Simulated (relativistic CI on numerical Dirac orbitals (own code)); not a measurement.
## Cr4+: q coefficients and field-shift factors

Method of calculation: Dirac-Coulomb-Breit CI, orbitals from a KLI potential per configuration, valence Slater integrals scaled by 0.85, P86 correlation energy added to each configuration, derivatives by finite differences, QED left out (own radial code, finite nucleus).

Configurations in the expansion (outside the closed core [Ne] 3s2): 3p6 3d2, 3p6 3d 4s, 3p6 3d 4p, 3p5 3d3, 3p6 3d 4d, 3p6 3d 4f, 3p6 4s2. Double excitations out of closed p, d and f shells are left out; levels of such configurations are missing from the list, as are those of other unlisted configurations, and high levels can miss mixing partners.

With x = (α/α₀)² − 1 an excitation energy changes as ω = ω₀ + qx; K = 2q/ω₀ is the relative enhancement. Terms are leading LS components, so labels can repeat. The field-shift factor is F = δν/δ⟨r²⟩ for the transition from the lowest level.

Lowest level 3p6 3d2 3F_2.

| Level | ω₀ (cm⁻¹) | q (cm⁻¹) | F (GHz/fm²) |
| --- | --- | --- | --- |
| 3p6 3d2 3F_3 | 480 | 487.4 | 0.00271 |
| 3p6 3d2 3F_4 | 1082 | 1074 | 0.00603 |
| 3p6 3d2 1D_2 | 14022 | 497.6 | 0.0218 |
| 3p6 3d2 3P_0 | 16417 | 290.3 | 0.025 |
| 3p6 3d2 3P_1 | 16589 | 474.3 | 0.0261 |
| 3p6 3d2 3P_2 | 16929 | 874.3 | 0.0283 |
| 3p6 3d2 1G_4 | 21491 | 539.1 | 0.0339 |
| 3p6 3d2 1S_0 | 51676 | 507.7 | 0.0843 |
| 3p6 3d 4s 3D_1 | 172043 | -4540 | 2.21 |
| 3p6 3d 4s 3D_2 | 172348 | -4279 | 2.21 |
| 3p6 3d 4s 3D_3 | 172915 | -3682 | 2.21 |
| 3p6 3d 4s 1D_2 | 176742 | -3831 | 2.15 |
| 3p6 3d 4p 1D°_2 | 230991 | -2735 | 0.828 |
| 3p6 3d 4p 3D°_1 | 232406 | -3029 | 0.826 |
| 3p6 3d 4p 3D°_2 | 232876 | -2542 | 0.829 |
| 3p6 3d 4p 3D°_3 | 233471 | -2067 | 0.83 |
| 3p6 3d 4p 3F°_2 | 233845 | -2939 | 0.829 |
| 3p6 3d 4p 3F°_3 | 234554 | -2335 | 0.831 |
| 3p6 3d 4p 3F°_4 | 235570 | -1441 | 0.834 |
| 3p6 3d 4p 3P°_1 | 238819 | -2389 | 0.831 |
| 3p6 3d 4p 3P°_0 | 238857 | -2283 | 0.831 |
| 3p6 3d 4p 3P°_2 | 239035 | -2061 | 0.835 |
| 3p6 3d 4p 1F°_3 | 241573 | -2118 | 0.832 |

At this charge configurations can still be misplaced by up to about 7 % of their energy.

Question: Which transition from the lowest level has the largest |K|?

Answer: 3p6 3d2 3F_3 at 480 cm⁻¹, K = 2.03.
